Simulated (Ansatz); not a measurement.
Ansatz (a first-principles code) input (B3LYP-D3(BJ)/def2-TZVP):

Ansatz 0.2 input:
```yaml
crystal:
  periodic: [false, false, false]
  atoms:
    - {symbol: Mg, position_ang: [-0.00000000, -0.00000000, -1.30205059]}
    - {symbol: Cl, position_ang: [0.00000000, 0.00000000, 0.91909453]}
basis:
  gaussian:
    orbitals: def2-TZVP
hamiltonian:
  xc: b3lyp
  dispersion: d3bj
magnetization: {spin_polarized: true, initial_magnetization: 1}
phonons: {temperatures: {t_min: 298.15, t_max: 298.15, t_step: 100}}
```

Output:

```
Functional definition: B3LYP
integrals: 0.02 GiB planned
551 factors; their error is unknown
mean field: 0.21 GiB planned
mean field evaluation 1: about -17968.2913 eV, gradient 1.5e1 eV
mean field evaluation 2: about -17966.5832 eV, gradient 2.4e1 eV
mean field evaluation 4: about -17969.6489 eV, gradient 6.5e-1 eV
mean field evaluation 8: about -17969.6995 eV, gradient 4.4e-2 eV
mean field -17969.69954012 eV, -660.3742777996 hartree, gradient 5.7e-5 eV, S^2 0.750544; 0 other end points of the search recorded, 0 dependent functions left out
the calculation of the forces begins
reference -17969.69972929 eV, -660.3742847516 hartree; 15, 14 occupied and 54, 55 virtual orbitals, 551 factors
these checks for a lower state are left out or cut short: stability, starts, cluster_reference, orbital_swaps, neighbouring_geometries, increment
integrals: 0.02 GiB planned
551 factors; their error is unknown
mean field: 0.21 GiB planned
mean field evaluation 16: about -17969.6516 eV, gradient 4.9e-2 eV
mean field -17969.69954012 eV, -660.3742777997 hartree, gradient 3.6e-7 eV, S^2 0.750544; 0 other end points of the search recorded, 0 dependent functions left out
the calculation of the forces begins
reference -17969.69972930 eV, -660.3742847518 hartree; 15, 14 occupied and 54, 55 virtual orbitals, 551 factors
these checks for a lower state are left out or cut short: stability, starts, cluster_reference, orbital_swaps, neighbouring_geometries, increment
integrals: 0.02 GiB planned
551 factors; their error is unknown
mean field: 0.21 GiB planned
mean field -17969.69954012 eV, -660.3742777997 hartree, gradient 3.6e-7 eV, S^2 0.750544; 0 other end points of the search recorded, 0 dependent functions left out
the calculation of the forces begins
reference -17969.69972930 eV, -660.3742847518 hartree; 15, 14 occupied and 54, 55 virtual orbitals, 551 factors
these checks for a lower state are left out or cut short: stability, starts, cluster_reference, orbital_swaps, neighbouring_geometries, increment
integrals: 0.02 GiB planned
551 factors; their error is unknown
mean field: 0.21 GiB planned
mean field evaluation 32: about -17969.6995 eV, gradient 7.2e-6 eV
mean field -17969.69954012 eV, -660.3742777997 hartree, gradient 3.6e-7 eV, S^2 0.750544; 0 other end points of the search recorded, 0 dependent functions left out
the calculation of the forces begins
reference -17969.69972930 eV, -660.3742847518 hartree; 15, 14 occupied and 54, 55 virtual orbitals, 551 factors
these checks for a lower state are left out or cut short: stability, starts, cluster_reference, orbital_swaps, neighbouring_geometries, increment
integrals: 0.02 GiB planned
551 factors; their error is unknown
mean field: 0.21 GiB planned
mean field -17969.69954012 eV, -660.3742777997 hartree, gradient 3.6e-7 eV, S^2 0.750544; 0 other end points of the search recorded, 0 dependent functions left out
the calculation of the forces begins
reference -17969.69972930 eV, -660.3742847518 hartree; 15, 14 occupied and 54, 55 virtual orbitals, 551 factors
these checks for a lower state are left out or cut short: stability, starts, cluster_reference, orbital_swaps, neighbouring_geometries, increment
integrals: 0.02 GiB planned
551 factors; their error is unknown
mean field: 0.21 GiB planned
mean field -17969.69949877 eV, -660.3742762799 hartree, gradient 2.7e-6 eV, S^2 0.750541; 0 other end points of the search recorded, 0 dependent functions left out
the calculation of the forces begins
reference -17969.69968791 eV, -660.3742832309 hartree; 15, 14 occupied and 54, 55 virtual orbitals, 551 factors
these checks for a lower state are left out or cut short: stability, starts, cluster_reference, orbital_swaps, neighbouring_geometries, increment
integrals: 0.02 GiB planned
551 factors; their error is unknown
mean field: 0.21 GiB planned
mean field -17969.69951617 eV, -660.3742769195 hartree, gradient 1.6e-6 eV, S^2 0.750547; 0 other end points of the search recorded, 0 dependent functions left out
the calculation of the forces begins
reference -17969.69970538 eV, -660.3742838726 hartree; 15, 14 occupied and 54, 55 virtual orbitals, 551 factors
these checks for a lower state are left out or cut short: stability, starts, cluster_reference, orbital_swaps, neighbouring_geometries, increment
integrals: 0.02 GiB planned
551 factors; their error is unknown
mean field: 0.21 GiB planned
mean field evaluation 64: about -17969.6995 eV, gradient 3.6e-7 eV
mean field -17969.69954012 eV, -660.3742777997 hartree, gradient 3.6e-7 eV, S^2 0.750544; 0 other end points of the search recorded, 0 dependent functions left out
the calculation of the forces begins
reference -17969.69972930 eV, -660.3742847518 hartree; 15, 14 occupied and 54, 55 virtual orbitals, 551 factors
these checks for a lower state are left out or cut short: stability, starts, cluster_reference, orbital_swaps, neighbouring_geometries, increment
integrals: 0.02 GiB planned
551 factors; their error is unknown
mean field: 0.21 GiB planned
mean field -17969.69954012 eV, -660.3742777997 hartree, gradient 3.6e-7 eV, S^2 0.750544; 0 other end points of the search recorded, 0 dependent functions left out
the calculation of the forces begins
reference -17969.69972930 eV, -660.3742847518 hartree; 15, 14 occupied and 54, 55 virtual orbitals, 551 factors
these checks for a lower state are left out or cut short: stability, starts, cluster_reference, orbital_swaps, neighbouring_geometries, increment
integrals: 0.02 GiB planned
551 factors; their error is unknown
mean field: 0.21 GiB planned
mean field -17969.69954012 eV, -660.3742777997 hartree, gradient 3.6e-7 eV, S^2 0.750544; 0 other end points of the search recorded, 0 dependent functions left out
the calculation of the forces begins
reference -17969.69972930 eV, -660.3742847518 hartree; 15, 14 occupied and 54, 55 virtual orbitals, 551 factors
these checks for a lower state are left out or cut short: stability, starts, cluster_reference, orbital_swaps, neighbouring_geometries, increment
integrals: 0.02 GiB planned
551 factors; their error is unknown
mean field: 0.21 GiB planned
mean field -17969.69954012 eV, -660.3742777997 hartree, gradient 3.6e-7 eV, S^2 0.750544; 0 other end points of the search recorded, 0 dependent functions left out
the calculation of the forces begins
reference -17969.69972930 eV, -660.3742847518 hartree; 15, 14 occupied and 54, 55 virtual orbitals, 551 factors
these checks for a lower state are left out or cut short: stability, starts, cluster_reference, orbital_swaps, neighbouring_geometries, increment
integrals: 0.02 GiB planned
551 factors; their error is unknown
mean field: 0.21 GiB planned
mean field -17969.69951617 eV, -660.3742769195 hartree, gradient 1.6e-6 eV, S^2 0.750547; 0 other end points of the search recorded, 0 dependent functions left out
the calculation of the forces begins
reference -17969.69970538 eV, -660.3742838726 hartree; 15, 14 occupied and 54, 55 virtual orbitals, 551 factors
these checks for a lower state are left out or cut short: stability, starts, cluster_reference, orbital_swaps, neighbouring_geometries, increment
integrals: 0.02 GiB planned
551 factors; their error is unknown
mean field: 0.21 GiB planned
mean field evaluation 96: about -17969.6995 eV, gradient 1.7e-5 eV
mean field -17969.69949877 eV, -660.3742762799 hartree, gradient 2.7e-6 eV, S^2 0.750541; 0 other end points of the search recorded, 0 dependent functions left out
the calculation of the forces begins
reference -17969.69968791 eV, -660.3742832309 hartree; 15, 14 occupied and 54, 55 virtual orbitals, 551 factors
Total energy: -17969.77879063 eV, -660.3771902021 hartree
Atom 0 at    -0.000000    -0.000000    -1.302051 Å, force     0.000000     0.000000     0.000026 eV/Å
Atom 1 at     0.000000     0.000000     0.919095 Å, force     0.000000    -0.000000    -0.000026 eV/Å
Dipole moment:     0.000000     0.000000    -0.724117 e Å
Vibrations: 444.10 cm⁻¹, zero-point energy 0.027531 eV
```
